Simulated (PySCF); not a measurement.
# Reading the logs of faulty runs: CGeH4NO anion

Calculated results; nothing here was measured. They come from PySCF 2.14.0, an open-source quantum chemistry program, on an isolated molecule that a program drew, which may never have been made. The molecule is CGeH4NO anion (charge -1, singlet), drawn as the SMILES string `N[C]([O-])=[GeH2]`.

Each row is a Hartree-Fock (HF) and frozen-core CCSD(T) single point in the aug-cc-pVDZ basis, meant for a local HF minimum. Run 1 is clean. Each other run has one planted mistake out of seven kinds, and not every kind appears here: one electron removed, one electron added, multiplicity raised by two, geometry at a saddle point, minimal basis STO-3G, one bond length entered in bohr, all coordinates scaled. The reference is restricted for singlets and unrestricted otherwise, and also for a bond in bohr. Adding or removing an electron swaps singlet and doublet. Electrons count all cores. HOMO and LUMO are orbital energies over both spins, the gradient is its largest component, and the lowest frequency (negative if imaginary) is given only where the gradient is small. Bond lengths are over the 7 bonds as drawn. T1 is the CCSD diagnostic: over 0.02 (restricted) or 0.045 (unrestricted) a single reference is doubtful. Germanium has the aug-cc-pVDZ-PP basis, with a core potential (ECP10MDF) in place of its 10 inner electrons, and its 3s, 3p and 3d shells are frozen in CCSD(T).

Geometry of the clean run:
```xyz
8
CGeH4NO anion, angstrom
N    -0.7347   -1.1309    1.4734
C    -0.6653   -0.3005    0.3627
O     0.3618    0.3218    0.1822
Ge   -2.3925   -0.0942   -0.7771
H    -1.4094   -1.8619    1.4393
H     0.1431   -1.3501    1.9015
H    -3.0151   -1.5160   -0.3268
H    -1.7189   -0.6546   -2.1099
```

| run | electrons | basis functions | <S^2> | HOMO (eV) | LUMO (eV) | gradient (hartree/bohr) | lowest frequency (cm^-1) | mean bond (Å) | longest bond (Å) | T1 | HF (hartree) | CCSD(T) (hartree) | mistake |
|---|---|---|---|---|---|---|---|---|---|---|---|---|---|
| 1 | 58 | 137 | 0.000 | -2.69 | 3.61 | 9.2e-06 | 124 | 1.4129 | 2.080 | 0.0194 | -462.91965 | -463.59847 | no fault |
| 2 | 57 | 137 | 0.758 | -10.27 | -0.82 | 5.9e-02 | - | 1.4129 | 2.080 | 0.0233 | -462.85891 | -463.51096 | one electron removed |
| 3 | 58 | 137 | 0.845 | -2.67 | 3.64 | 2.7e-02 | - | 1.5394 | 2.080 | 0.0739 | -462.77517 | -463.45267 | one bond length entered in bohr |
| 4 | 58 | 137 | 0.000 | -0.75 | 3.52 | 5.9e-05 | -853 | 1.3655 | 1.948 | 0.0185 | -462.86567 | -463.54839 | geometry at a saddle point |
| 5 | 58 | 137 | 0.000 | -2.53 | 3.60 | 4.7e-02 | - | 1.3804 | 2.032 | 0.0186 | -462.91497 | -463.58743 | ? |

**Which mistake was planted in run 5, and what did it cost?**

The mean and the longest bond both change by the same factor, 0.977, and the gradient is no longer small. So the mistake is: all coordinates scaled. Subtracting run 1 and multiplying by 627.51 kcal/mol a hartree, the energy moved by 2.9 kcal/mol in HF and 6.9 kcal/mol in CCSD(T).

Cautions from the logs. Run 3: T1 is over the limit, so its CCSD(T) energy is less reliable.
